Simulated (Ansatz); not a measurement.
Abridged output of a molecular run in Ansatz:

```
Functional definition: HF
1658 factors; integrals over basis functions are off by at most 1.0e-3 eV
mean field evaluation 1: about -28439.6001 eV, gradient 3.4e1 eV
mean field evaluation 2: about -28439.9764 eV, gradient 3.4e1 eV
mean field evaluation 4: about -28443.2084 eV, gradient 4.8e0 eV
mean field evaluation 8: about -28443.2957 eV, gradient 2.7e-1 eV
mean field -28443.29624983 eV, -1045.2718576227 hartree, gradient 5.0e-6 eV, S^2 0.000000; 0 other end points of the search recorded, 0 dependent functions left out
17 core orbitals not correlated: weight in the atoms' cores, before any rotation towards them, 1.000 or more for the frozen orbitals, at most 0.000 for the correlated occupied ones
reference -28443.29624983 eV, -1045.2718576227 hartree; 15, 15 occupied and 254, 254 virtual orbitals, 1658 factors
second order -21.68615423 eV of doubles, -0.00000000 eV of singles
cycle   1  -22.48110768 eV  change   -7.9e-1 eV  update   1.2e-1
cycle   2  -23.14676155 eV  change   -6.7e-1 eV  update   3.6e-2
cycle   3  -23.29116662 eV  change   -1.4e-1 eV  update   1.8e-2
cycle   4  -23.27965717 eV  change    1.2e-2 eV  update   4.4e-3
cycle   5  -23.27728501 eV  change    2.4e-3 eV  update   2.1e-3
cycle   6  -23.27785142 eV  change   -5.7e-4 eV  update   6.7e-4
cycle   7  -23.27745985 eV  change    3.9e-4 eV  update   2.9e-4
cycle   8  -23.27743939 eV  change    2.0e-5 eV  update   1.0e-4
cycle   9  -23.27749274 eV  change   -5.3e-5 eV  update   4.1e-5
cycle  10  -23.27747987 eV  change    1.3e-5 eV  update   1.4e-5
perturbative correction -0.95787866 eV, -0.0352013916 hartree
Total energy: -28467.53160836 eV, -1046.1624906214 hartree
```

Its atoms:

Cartesian coordinates in Å:
```
Al -2.0302 1.2318 0.0770
C -0.2314 0.5262 -0.2941
S -1.2888 -0.9710 -0.8455
O 0.7401 0.2109 0.6312
Si 2.0886 -0.6902 0.2776
H -2.6683 0.9076 1.4904
H -2.6752 2.1594 -1.0326
H 0.1888 0.8341 -1.2612
H -1.5711 -1.3846 0.4047
H 3.0616 -0.4028 1.3548
H 1.7691 -2.1403 0.2495
H 2.6169 -0.2810 -1.0517
```

(1) Which basis set was used?
A. def2-TZVPPD
B. cc-pV(D+d)Z
C. def2-SVP
D. def2-TZVPP

(2) Write the keys of the input that set method, charge and spin (a neutral closed shell needs none for the last two).

Answers

(1) D. It gives 286 functions.

(2) 
```yaml
correlation: {method: ccsd_t}
```
